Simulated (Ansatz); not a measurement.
`CC[SiH2][TeH]`. Charge 0, multiplicity 1. Te takes the def2 core potential. All single points use the PBE0-D4/def2-TZVP geometry. It is one conformer, not always the lowest.

```xyz
12

C    -0.694    0.031   -1.450
C    -0.729    0.531   -0.011
Si    0.911    0.404    0.889
Te    1.766   -1.943    1.024
H    -0.403   -1.021   -1.494
H    -1.672    0.128   -1.929
H     0.025    0.595   -2.050
H    -1.028    1.586    0.028
H    -1.476   -0.018    0.572
H     1.982    1.122    0.145
H     0.800    0.974    2.257
H     0.519   -2.390    2.021
```

(1) What is the dipole moment at B3LYP/def2-TZVPP? (Estimate.)

(2) And with PBE, r2SCAN, ωB97M-V? (An estimate is asked.)

(3) Give the Mulliken charges with B3LYP, PBE, r2SCAN in def2-TZVPP. (Estimate.)

Results:

(1) Computed: 1.47 D, with components (-1.17, 0.76, -0.44) D in this frame, pointing from negative to positive charge.

(2) Ansatz gave: PBE 1.45 D, r2SCAN 1.53 D, ωB97M-V 1.53 D.

(3) Computed: 
| atom | B3LYP | PBE | r2SCAN |
| --- | --- | --- | --- |
| C1 | -0.25 | -0.25 | -0.14 |
| C2 | -0.20 | -0.19 | -0.15 |
| Si3 | 0.24 | 0.17 | 0.26 |
| Te4 | -0.06 | -0.06 | -0.09 |
| H5 | 0.10 | 0.09 | 0.06 |
| H6 | 0.09 | 0.09 | 0.05 |
| H7 | 0.08 | 0.09 | 0.05 |
| H8 | 0.08 | 0.09 | 0.05 |
| H9 | 0.08 | 0.09 | 0.05 |
| H10 | -0.07 | -0.05 | -0.07 |
| H11 | -0.06 | -0.05 | -0.07 |
| H12 | -0.03 | -0.01 | -0.01 |

B3LYP here is the variant with VWN-RPA as its local correlation; programs differ in this.
